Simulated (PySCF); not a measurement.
**Excitation energy of Se by level of theory**

Se [Ar] 3d10 4s2 4p4 (3P) → Se [Ar] 3d10 4s1 4p4 4d1 (high-spin determinant), as a difference of total energies. Computed with PySCF 2.14 in aug-cc-pwCVTZ-PP with ECP10MDF (8s7p6d4f1g, 96 functions), with scalar relativity through the core potential. Correlated levels: valence: 3s2 3p6 3d10 frozen. The calculations carry no spin-orbit coupling.

```json
{"method": "UHF", "excitation energy (eV)": "18.277"}
{"method": "MP2 (valence)", "excitation energy (eV)": "18.736"}
{"method": "SCS-MP2 (valence)", "excitation energy (eV)": "18.904"}
{"method": "CCSD (valence)", "excitation energy (eV)": "18.297"}
{"method": "CCSD(T) (valence)", "excitation energy (eV)": "18.111"}
```

Task: How much does correlation contribute at CCSD(T) (valence)?

Result: 18.111 − (18.277) = -0.166 eV, measured against UHF.

The upper state lies above the first ionisation limit, where it may autoionise and the basis confines it.

The promoted electron is Rydberg-like, and one or two diffuse shells describe it only roughly, which tends to raise the upper state.

The coupled-cluster amplitudes are large for the upper state (T1 above 0.03 or a double amplitude above 0.15), so a single reference is strained.

The determinant of the upper state mixes LS terms, which raises its energy above the lowest term, most at the Hartree-Fock and MP2 levels.
